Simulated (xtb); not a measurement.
xtb input:

```bash
xtb mol.xyz --gfn 1 --sp --chrg -1 --uhf 0
```
mol.xyz:
```
4

Sn     0.00603767     0.00164288     0.62288057
Cl    -1.92090266    -1.03655210    -0.58937530
Cl     0.05528342     2.17437935    -0.61699977
Cl     1.84786138    -1.14265926    -0.62562662
```

Question: Predict the final energy.

Answer: -15.69626 Eh (GFN1-xTB).

It need not be the lowest isomer of its formula.
